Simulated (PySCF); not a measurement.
**SMILES CS/C=C(/CN)CF, C$_{5}$H$_{10}$FNS**

Geometry (Å), atoms numbered from 1 in this order:
```xyz
18

C     3.2805   -0.2897   -0.8518
S     2.1105    0.5658    0.2464
C     0.6423   -0.3093   -0.1617
C    -0.5753   -0.0136    0.2859
C    -1.7895   -0.8083   -0.1504
N    -2.5418   -0.2016   -1.2366
C    -0.8101    1.1399    1.2163
F    -1.9399    1.8488    0.8722
H     2.9861   -0.1413   -1.8867
H     4.2538    0.1566   -0.6755
H     3.3059   -1.3463   -0.6013
H     0.8105   -1.1584   -0.8057
H    -1.4760   -1.8035   -0.4791
H    -2.4719   -0.9209    0.6964
H    -2.9161    0.6948   -0.9436
H    -1.9358   -0.0369   -2.0340
H    -0.9713    0.7870    2.2430
H     0.0294    1.8432    1.1957
```

Level of theory: GIAO wB97X-D/pcSseg-1 magnetisability, rotational g tensor and spin-rotation constants, non-relativistic, gas phase (PySCF 2.14.0). Geometry: GFN2-xTB.

Q: Give the nuclear spin-rotation constants along the inertial axes (H = +C I·J) beside the isotropic shieldings.

A: Rotational constants 2.8663, 0.8706, 0.7187 GHz. A star marks the isotopologue with that one atom substituted, in its own axes.
| atom | isotope | Caa (kHz) | Cbb (kHz) | Ccc (kHz) | mean (kHz) | σ (ppm) |
| --- | --- | --- | --- | --- | --- | --- |
| N6 | 14N | 0.126 | 0.048 | 0.036 | 0.070 | 213.9 |
| F8 | 19F | 1.238 | 0.017 | 0.199 | 0.485 | 429.8 |
| H9 | 1H | -0.283 | -0.057 | -0.017 | -0.119 | 29.4 |
| H10 | 1H | -0.027 | -0.066 | -0.081 | -0.058 | 29.9 |
| H11 | 1H | -0.291 | -0.057 | -0.016 | -0.121 | 29.5 |
| H12 | 1H | -0.253 | 0.070 | -0.090 | -0.091 | 26.3 |
| H13 | 1H | -0.242 | 0.014 | -0.066 | -0.098 | 28.5 |
| H14 | 1H | -0.085 | -0.071 | -0.032 | -0.063 | 28.3 |
| H15 | 1H | -0.222 | -0.031 | -0.070 | -0.107 | 30.4 |
| H16 | 1H | -0.214 | -0.094 | -0.035 | -0.114 | 31.5 |
| H17 | 1H | -0.292 | -0.056 | 0.023 | -0.108 | 26.7 |
| H18 | 1H | -0.076 | -0.025 | -0.049 | -0.050 | 26.2 |
| C1 | 13C* | 0.393 | 0.116 | 0.118 | 0.209 | 165.6 |
| S2 | 33S* | 0.532 | 0.261 | 0.185 | 0.326 | 518.9 |
| C3 | 13C* | 0.905 | 0.391 | 0.142 | 0.479 | 51.5 |
| C4 | 13C* | 1.027 | 0.437 | 0.109 | 0.524 | 41.4 |
| C5 | 13C* | 0.561 | 0.172 | 0.131 | 0.288 | 135.4 |
| C7 | 13C* | 0.603 | 0.238 | 0.177 | 0.339 | 100.8 |

For the geometry as given, no vibrational averaging.

Q: How do the rotational constants and the g tensor change when H9, H10, H11, H12, H13, H14, H15, H16, H17, H18 are replaced by deuterium?

A: Constants 2.4421, 0.7760, 0.6430 GHz; g -0.0159, -0.0086, -0.0042, against -0.0184, -0.0097, -0.0046 before.
